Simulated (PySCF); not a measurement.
FNa, singlet, geometry from GFN2-xTB (such geometries of metal compounds can be far from the true shape); BLYP/6-31G** (PySCF).

The PySCF input:
```python
from pyscf import gto, scf, dft

mol = gto.M(
    atom='''
Na   -0.00000000   -0.00000000   -0.78691227
F     0.00000000    0.00000000    0.96178167
''',
    basis='6-31g**',
    verbose=4,
    symmetry=True,
    symmetry_subgroup='C2v',
)

mf = dft.RKS(mol)
mf.xc = 'blyp'
mf.kernel()
mf.analyze()
```

Question: Write the output that PySCF gives for this input, abridged.

Answer: 
```
PySCF version 2.14.0

[INPUT] verbose = 4
[INPUT] num. atoms = 2
[INPUT] num. electrons = 20
[INPUT] charge = 0
[INPUT] spin (= nelec alpha-beta = 2S) = 0
[INPUT] symmetry True subgroup C2v
[INPUT] Mole.unit = angstrom
[INPUT] Symbol           X                Y                Z      unit          X                Y                Z       unit  Magmom
[...]
nuclear repulsion = 29.9586695434422
point group symmetry = Coov, use subgroup C2v
symmetry origin: [0.00000000e+00 0.00000000e+00 5.66917855e-09]
symmetry axis x: [1. 0. 0.]
symmetry axis y: [0. 1. 0.]
symmetry axis z: [0. 0. 1.]
num. orbitals of irrep A1 = 16
num. orbitals of irrep A2 = 2
num. orbitals of irrep B1 = 7
num. orbitals of irrep B2 = 7
number of shells = 14
number of NR pGTOs = 78
number of NR cGTOs = 32
basis = 6-31g**
ecp = {}

******** <class 'pyscf.dft.rks_symm.SymAdaptedRKS'> ********
method = SymAdaptedRKS
initial guess = minao
damping factor = 0
level_shift factor = 0
DIIS = <class 'pyscf.scf.diis.CDIIS'>
diis_start_cycle = 1
diis_space = 8
diis_damp = 0
SCF conv_tol = 1e-09
SCF conv_tol_grad = None
SCF max_cycles = 50
direct_scf = True
direct_scf_tol = 1e-13
XC library pyscf.dft.libxc version 7.1.2
    S. Lehtola, C. Steigemann, M. J. T. Oliveira, and M. A. L. Marques,  SoftwareX 7, 1–5 (2018)
XC functionals = blyp
    A. D. Becke,  Phys. Rev. A 38, 3098 (1988)
    C. Lee, W. Yang, and R. G. Parr,  Phys. Rev. B 37, 785 (1988)
    B. Miehlich, A. Savin, H. Stoll, and H. Preuss,  Chem. Phys. Lett. 157, 200 (1989)
radial grids:
    Treutler-Ahlrichs [JCP 102, 346 (1995); DOI:10.1063/1.469408] (M4) radial grids

becke partition: Becke, JCP 88, 2547 (1988); DOI:10.1063/1.454033
pruning grids: <function nwchem_prune>
grids dens level: 3
symmetrized grids: True
atomic radii adjust function: <function treutler_atomic_radii_adjust>
small_rho_cutoff = 0
Freeze 0 electrons in irreps []
    20 free electrons in irreps A1 A2 B1 B2
Set gradient conv threshold to 3.16228e-05
Initial guess from minao.
tot grids = 32368
init E= -262.035773973319
HOMO (B1) = -0.468781695924912  LUMO (A1) = -0.086797866207321  gap/eV = 10.39431
cycle= 1 E= -261.971122860045  delta_E= 0.0647  |g|= 0.922  |ddm|= 0.842
HOMO (B2) = 0.00122349756819418  LUMO (A1) = 0.0511176443910784  gap/eV = 1.35769
cycle= 2 E= -252.10358096869  delta_E= 9.87  |g|= 3.69  |ddm|= 3.24
HOMO (B1) = -0.349135117633946  LUMO (A1) = -0.0707739843733028  gap/eV = 7.57459
cycle= 3 E= -262.093682881859  delta_E= -9.99  |g|= 0.356  |ddm|= 3.18
HOMO (A1) = -0.158093130667497  LUMO (A1) = -0.0661321305644755  gap/eV = 2.50239
cycle= 4 E= -262.128585670356  delta_E= -0.0349  |g|= 0.0579  |ddm|= 0.515
HOMO (B2) = -0.17003143965781  LUMO (A1) = -0.0721837753947527  gap/eV = 2.66257
cycle= 5 E= -262.129528007126  delta_E= -0.000942  |g|= 0.0135  |ddm|= 0.0638
HOMO (B2) = -0.171716336520545  LUMO (A1) = -0.0732793004652321  gap/eV = 2.67861
cycle= 6 E= -262.129553888288  delta_E= -2.59e-05  |g|= 0.00716  |ddm|= 0.0057
HOMO (B2) = -0.172599116740188  LUMO (A1) = -0.0735239758208674  gap/eV = 2.69597
cycle= 7 E= -262.129563584099  delta_E= -9.7e-06  |g|= 0.0017  |ddm|= 0.00412
HOMO (B2) = -0.172828609065271  LUMO (A1) = -0.0735067584091744  gap/eV = 2.70269
cycle= 8 E= -262.129564192319  delta_E= -6.08e-07  |g|= 2.69e-05  |ddm|= 0.00145
HOMO (B2) = -0.172816527788279  LUMO (A1) = -0.0734923914062999  gap/eV = 2.70275
cycle= 9 E= -262.129564192578  delta_E= -2.59e-10  |g|= 5.34e-06  |ddm|= 5.08e-05
HOMO (B2) = -0.17281287047152  LUMO (A1) = -0.0734911283884949  gap/eV = 2.70268
Extra cycle  E= -262.129564192528  delta_E= 5.02e-11  |g|= 1.71e-05  |ddm|= 1.82e-05
converged SCF energy = -262.129564192528
**** SCF Summaries ****
Total Energy =                        -262.129564192528107
Nuclear Repulsion Energy =              29.958669543442234
One-electron Energy =                 -429.143513131343525
Two-electron Energy =                  137.055279395373191
Two-electron Coulomb Energy =          162.072727581830947
DFT Exchange-Correlation Energy =      -25.017448186457770
HOMO-LUMO gap [eV] =                     2.702682264000078
Wave-function symmetry = A1
occupancy for each irrep:     A1   A2   B1   B2
                               6    0    2    2
**** MO energy ****
[...]
 ** Mulliken pop on meta-lowdin orthogonal AOs  **
 ** Mulliken pop  **
[...]
 ** Mulliken atomic charges  **
charge of    0Na =      0.72702
charge of    1F =     -0.72702
Dipole moment(X, Y, Z, Debye):  0.00000,  0.00000, -5.99448
```
